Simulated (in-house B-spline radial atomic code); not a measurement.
Results of a calculation; reference values are marked as such.
Making a Troullier-Martins s channel for Li, r_c = 0.41 bohr

Li, [He] 2s1, non-relativistic PBE, spherical and spin-unpolarised, from a B-spline radial code for spherical atoms (atomic units). The all-electron 1s level is ε = -1.905457 hartree and its outer maximum at 0.36 bohr.

Inside r_c the pseudo-orbital is u(r) = r^1 exp(p(r)), with p = c0 + c2 r² + c4 r⁴ + … + c12 r¹². The seven coefficients follow from p and its first four derivatives at r_c, from zero curvature of the screened potential at the origin, c4 = −c2²/(2l + 5), and from the norm inside r_c. At r_c the all-electron orbital has P = 1.168796, P' = -0.3473584, the screened potential V = -4.509625, V' = 15.62763, V'' = -86.38986, and the norm inside is Q = 0.3714152.

Question: What are p, p' and p'' at r_c?

Answer: p = ln(P/r_c^1) = ln(1.168796/0.41) = 1.04757. p' = P'/P − 1/r_c = -0.29719 − 2.43902 = -2.73622. The radial equation gives p'' = 2(V − ε) − 2(1) p'/r_c − p'² = -5.20834 − (-13.34740) − 7.48689 = 0.65218. Differentiating, p''' = 2V' + 2(1)p'/r_c² − 2(1)p''/r_c − 2p'p'' = -0.91173, and p'''' = 2V'' − 4(1)p'/r_c³ + 4(1)p''/r_c² − 2(1)p'''/r_c − 2p''² − 2p'p''' = 0.14966.

For a trial c2 the five matching conditions are linear in c0, c6, c8, c10 and c12, and c2 is varied until the norm inside r_c equals Q. The root nearest zero gives:

| n | c_n |
| --- | --- |
| 0 | 1.960425 |
| 2 | -7.774443 |
| 4 | -12.08839 |
| 6 | 522.3888 |
| 8 | -3832.303 |
| 10 | 12370.94 |
| 12 | -15344.51 |

Question: Check c4 and p(r_c), and find the screened pseudopotential at the origin.

Answer: −c2²/5 = -12.0884, as listed. The terms c_n r_c^n are 1.96043, -1.30688, -0.34159, 2.48140, -3.06007, 1.66051, -0.34623, which sum to 1.04757. Inverting the radial equation, V_l(r) = ε + 1 p'/r + (p'' + p'²)/2, so V_l(0) = ε + (2l + 3) c2 = -1.905457 + 3 × (-7.77444) = -25.2288 hartree, finite where the all-electron potential diverges.

Orbitals and screened potentials:

```json
{"r (bohr)": "0.041", "P": "0.3372", "u": "0.2874", "V all-electron": "-70.44", "V pseudo": "-25.2"}
{"r (bohr)": "0.102", "P": "0.6992", "u": "0.6676", "V all-electron": "-26.23", "V pseudo": "-24.16"}
{"r (bohr)": "0.164", "P": "0.9367", "u": "0.9446", "V all-electron": "-15.05", "V pseudo": "-19.82"}
{"r (bohr)": "0.226", "P": "1.079", "u": "1.097", "V all-electron": "-10.09", "V pseudo": "-12.54"}
{"r (bohr)": "0.287", "P": "1.152", "u": "1.159", "V all-electron": "-7.379", "V pseudo": "-6.618"}
{"r (bohr)": "0.348", "P": "1.177", "u": "1.178", "V all-electron": "-5.676", "V pseudo": "-4.894"}
{"r (bohr)": "0.41", "P": "1.169", "u": "1.169", "V all-electron": "-4.51", "V pseudo": "-4.51"}
```

Logarithmic derivatives P'/P at R = 0.71 bohr, for energies E around ε:

```tsv
E − ε (hartree)	all-electron	pseudo
-0.5	-0.422316	-0.42219
-0.25	-0.771366	-0.771324
-0.1	-1.00306	-1.00304
0	-1.16827	-1.16826
0.1	-1.34309	-1.34307
0.25	-1.6255	-1.62544
0.5	-2.16031	-2.16004
```

Question: With P(R) = 0.9137377 and a norm of 0.709101 inside R, what slope in energy does norm conservation fix?

Answer: d(P'/P)/dE = −2 × (norm inside R)/P(R)² = -1.6986 per hartree·bohr at E = ε, for both atoms, since orbital and norm agree at R. Differences over ±0.1 hartree give -1.7001 (all-electron) and -1.7002 (pseudo), which also hold third-order terms. Half a hartree below ε the two curves differ by +0.0001.
